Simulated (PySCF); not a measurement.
How methods differ on the ionisation energy of Eu⁴⁵⁺

Eu⁴⁵⁺ [Ar] → Eu⁴⁶⁺ [Ne] 3s2 3p5 [3p1/2^2 3p3/2^3, M_J = 3/2], as a difference of total energies. Computed with PySCF 2.14 in an even-tempered Gaussian basis (18 s from 11 bohr⁻², ratio 2.4; 14 p from 14 bohr⁻², ratio 2.4; 4 d from 54 bohr⁻², ratio 2.6; 4 f from 80 bohr⁻², ratio 2.6), with the two-component X2C-1e Hamiltonian. Correlated levels: 1s2 frozen; the 54 highest virtual spinors dropped. "Screened" scales the spin-orbit matrix elements by Boettger's factors to mimic the two-electron term; Breit and QED terms are absent.

| method | ionisation energy (eV) |
| --- | --- |
| GHF (spin-free) | 3874.6 |
| GMP2 (spin-free) | 3875.5 |
| GHF (screened spin-orbit) | 3824.8 |
| GMP2 (screened spin-orbit) | 3825.7 |

Breit and QED terms and the two-electron picture change are absent.

The spin-free rows lack the spin-orbit shift.

For comparison: 3823 ± 4 eV (theoretical estimate listed by NIST; NIST Atomic Spectra Database, ionization energies).
